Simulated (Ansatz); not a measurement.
C₄H₉InO (SMILES C=[CH][In]([CH3])[O]C), singlet, geometry from GFN2-xTB (such geometries of metal compounds can be far from the true shape) (all electrons, no relativity), with bond 5-2 at 2.4 times its length; CASSCF(6,4)/STO-3G (Ansatz, a program for electronic structure).

Here is a job for Ansatz.
Ansatz 0.2 input:
```yaml
crystal:
  periodic: [false, false, false]
  atoms:
    - {symbol: In, position_ang: [0.16381423, 0.38693349, 0.17072301]}
    - {symbol: C, position_ang: [1.32703260, 1.42763533, 1.77054094]}
    - {symbol: H, position_ang: [1.71523092, 0.62166225, 2.38698478]}
    - {symbol: H, position_ang: [0.67613135, 2.07689428, 2.35040180]}
    - {symbol: H, position_ang: [3.27722189, 2.81647955, 0.73489220]}
    - {symbol: C, position_ang: [-1.03350786, 0.83388805, -1.68210089]}
    - {symbol: C, position_ang: [-1.92278518, -0.01922091, -2.15359977]}
    - {symbol: H, position_ang: [-0.85663902, 1.78175678, -2.17667241]}
    - {symbol: H, position_ang: [-2.50541723, 0.18157770, -3.04756307]}
    - {symbol: H, position_ang: [-2.11677360, -0.96914288, -1.67006157]}
    - {symbol: O, position_ang: [0.38400370, -1.54569128, 0.62808061]}
    - {symbol: C, position_ang: [-0.00890205, -2.74681904, 0.03145517]}
    - {symbol: H, position_ang: [-0.05445786, -2.67882507, -1.06295474]}
    - {symbol: H, position_ang: [0.72317340, -3.52047663, 0.29154917]}
    - {symbol: H, position_ang: [-0.99081171, -3.06687777, 0.40145026]}
basis:
  gaussian:
    orbitals: STO-3G
hamiltonian:
  xc: hf
magnetization: {spin_polarized: false}
correlation: {active_space: {window: {electrons: 6, orbitals: 4}}}
```

It wrote (shortened):

```
Functional definition: HF
840 factors; integrals over basis functions are off by at most 6.5e-5 eV
mean field evaluation 1: about -160846.2443 eV, gradient 3.1e1 eV
mean field evaluation 2: about -160846.4286 eV, gradient 3.1e1 eV
mean field evaluation 4: about -160851.3702 eV, gradient 6.9e0 eV
mean field evaluation 8: about -160851.6001 eV, gradient 2.0e-1 eV
mean field -160851.60082145 eV, -5911.1873010574 hartree, gradient 5.6e-6 eV, S^2 0.000000; 0 other end points of the search recorded, 0 dependent functions left out
reference -160851.60082145 eV, -5911.1873010574 hartree; 45, 45 occupied and 16, 16 virtual orbitals, 840 factors
state -160856.38439890 eV, -5911.3630942860 hartree
Total energy: -160856.38439890 eV, -5911.3630942860 hartree
```
